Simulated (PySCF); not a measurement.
# Working out the ionisation energy of P⁺

P⁺ [Ne] 3s2 3p2 (3P) → P²⁺ [Ne] 3s2 3p1 (2P). Computed with PySCF 2.14 in aug-cc-pwCVTZ, with the non-relativistic Hamiltonian (point nucleus). Frozen: nothing. Energies in hartree (1 hartree = 27.21139 eV):

```
             part   P⁺ (lower)  P²⁺ (upper)
              UHF  -340.352469  -339.648249
MP2 opposite-spin    -0.259016    -0.249325
    MP2 same-spin    -0.094635    -0.086486
```

Q: What does Hartree-Fock give?

A: (-339.648249) − (-340.352469) = 0.704220 hartree = 19.163 eV.

Q: What do MP2 and SCS-MP2 (6/5 opposite-spin, 1/3 same-spin) give?

A: The opposite-spin parts differ by 0.264 eV and the same-spin parts by 0.222 eV. MP2: 19.163 + (0.264) + (0.222) = 19.649 eV. SCS-MP2: 19.163 + 1.2 × (0.264) + (0.222)/3 = 19.554 eV.

A first-order spin-orbit estimate adds -0.007 eV to MP2 (all electrons), giving 19.642 eV against 19.769 eV (semi-empirical (NIST evaluation); NIST Atomic Spectra Database, ionization energies).

What remains against the reference includes basis incompleteness and correlation beyond second order.
